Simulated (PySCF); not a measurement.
System: trichloro(propan-2-yl)germane, C$_{3}$H$_{7}$Cl$_{3}$Ge, net charge 0, singlet state. 
Geometry from a B3LYP-D3(BJ)/def2-TZVP (Ansatz) optimisation:
```
C
H 1 1.0934
C 1 1.5272 2 109.94
H 3 1.0902 1 112.08 2 -55.83
H 3 1.0915 4 108.23 1 122.95
H 3 1.0928 4 107.96 5 116.28
C 1 1.5272 2 109.94 3 125.09
H 7 1.0902 1 112.08 2 55.83
H 7 1.0915 8 108.23 1 -122.95
H 7 1.0928 8 107.96 9 -116.28
Ge 1 1.9668 2 103.41 3 -117.46
Cl 11 2.1593 1 111.73 2 -60.18
Cl 11 2.1593 1 111.73 2 60.18
Cl 11 2.1611 1 110.94 2 -180.00
```
Charge 0, spin multiplicity 1.

Dispersion corrections to the total energy (kcal/mol) from the dftd3 and dftd4 libraries through PySCF: D3(BJ) without and D4 with the three-body term, each with the damping fitted for the functional named.

```
functional      D3(BJ)          D4
----------  ----------  ----------
PW6B95      (withheld)       -8.54
PBE0             -9.93       -9.51
B3LYP           -19.49  (withheld)
HSE06            -8.42       -8.98
BLYP        (withheld)      -23.11
BP86            -19.18      -15.54
LC-wPBE         -11.32      -12.28
```

**Question.** What belongs in the gaps?

**Answer.** 
- PW6B95, D3(BJ): -6.73
- B3LYP, D4: -17.63
- BLYP, D3(BJ): -23.53
